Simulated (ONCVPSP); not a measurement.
Before and after: ONCV potential for Sn

* Element: Sn (Z = 50)
* Generator: ONCVPSP 4.0.1
* Type: optimised norm-conserving Vanderbilt (ONCV)
* Functional: PBE
* Relativity: non-relativistic
* Frozen core: [Kr] 4d10
* Valence charge: 4
* Reference configuration: 5s2 5p2
* Partial waves: 5s: rc 2.00 bohr, ncon 4, nbas 9, qcut 3 1/bohr, 3 projectors, debl 2.1 Ha; 5p: rc 2.85 bohr, ncon 4, nbas 9, qcut 3.1 1/bohr, 2 projectors, debl 2.6 Ha; d scattering state at 0.44 Ha: rc 2.95 bohr, ncon 4, nbas 8, qcut 2.8 1/bohr, 1 projector
* Local potential: polynomial inside 1.55 bohr (lpopt 5, dvloc0 0 Ha)
* Core correction: Teter function fitted to the true core (icmod 2), fcfact 0.4

All-electron outer shells of the reference configuration (PBE, non-relativistic, ld1.x):

```csv
shell,level (eV),outermost node (bohr),outermost maximum (bohr)
4p,-87.55,0.41,0.80
4d,-27.28,0.39,0.88
5s,-9.81,1.02,2.09
5p,-3.77,1.10,2.59
```

Change: p: nbas 7.

Cutoffs: the cutoffs (Ha) at which the residual kinetic energy of the hardest occupied pseudo-wave falls to 1 and 0.1 mHa per electron; they do not see the model core or the augmentation charge, which bear on the density cutoff. Errors are all-electron minus pseudo energies relative to the spin-unpolarised reference configuration.

Task: How do hardness, ghosts and transferability respond?

Result: The potential gets neither clearly harder nor softer (8.7 Ha and 46 Ha → 8.7 Ha and 46 Ha); the s channel sets the loose cutoff, while the largest relative change is in p, which becomes harder; of the 4 tests that both files solve, the error grows in 0 and shrinks in 1 by more than 15 % and 0.3 meV (median size 21.1 → 17.8 meV); neither file shows a bound ghost.

| quantity | base | changed |
| --- | --- | --- |
| cutoff, loose | 8.7 Ha | 8.7 Ha |
| cutoff, tight | 46 Ha | 46 Ha |
| loose cutoff by channel | s 8.7 Ha, p 2.4 Ha | s 8.7 Ha, p 3.4 Ha |
| bound ghosts | none | none |
| GHOST(+) flags under 300 eV | p at 84.1 eV, s at 89.7 eV | p at 86.6 eV, s at 89.7 eV |
| error for 5s2 5p1, meV [ΔE 6.94 eV] | -1.9 | -1.4 |
| error for 5s2 5p0, meV [ΔE 20.89 eV] | -40 | -34 |
| error for 5s1 5p0, meV [ΔE 50.65 eV] | -238 | -222 |
| error for 5s2 5p1.5, meV [ΔE 2.65 eV] | 0.0 | +0.1 |
| s: phases at 2.03 bohr within 0.05 rad from the reference energy up to (Ha; the scan ends near 5) | to the end of the scan | to the end of the scan |
| p: phases at 2.89 bohr within 0.05 rad from the reference energy up to (Ha; the scan ends near 5) | 1.7 | 1.8 |
| d: phases at 3.00 bohr within 0.05 rad from the reference energy up to (Ha; the scan ends near 5) | 1.1 | 1.1 |
| rms error of d²Exc/dni dnj with the model core, mHa | 0.57 | 0.58 |

Base: The cutoffs count occupied waves only; projector 3 of the s channel, the hardest unoccupied one, needs 85 Ha at the loose tolerance. Changed file: The cutoffs count occupied waves only; projector 3 of the s channel, the hardest unoccupied one, needs 85 Ha at the loose tolerance.
